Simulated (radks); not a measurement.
Results of a calculation; reference values are marked as such.
Problem. The molybdenum ion Mo+, configuration [Kr] 4d5. Level of theory: Dirac Kohn-Sham, LDA (Slater exchange, Perdew-Wang correlation), spin-unpolarised, spherical densities, finite nucleus; open shells are shared between the two j in proportion to 2j + 1; Fermi nuclear charge, rms radius 4.4091 fm (a radial shooting solver on a logarithmic mesh with Libxc functionals).

Spin-orbit splittings of the eigenvalues, e(l+1/2) - e(l-1/2), with zeta = 2 splitting/(2l+1) and mean radii in bohr:

shell  occ.  splitting (eV)  zeta (eV)  <r> j=l-1/2  <r> j=l+1/2
2p        6           106.4      70.92       0.1308       0.1354
3p        6           17.53      11.69       0.4239       0.4345
3d       10           3.323      1.329       0.4135       0.4170
4p        6               ?          ?        1.216        1.248
4d        5          0.2169    0.08675        1.882        1.904

Estimate the 4p splitting.

Solution. 2.521 eV (zeta = 1.681 eV).
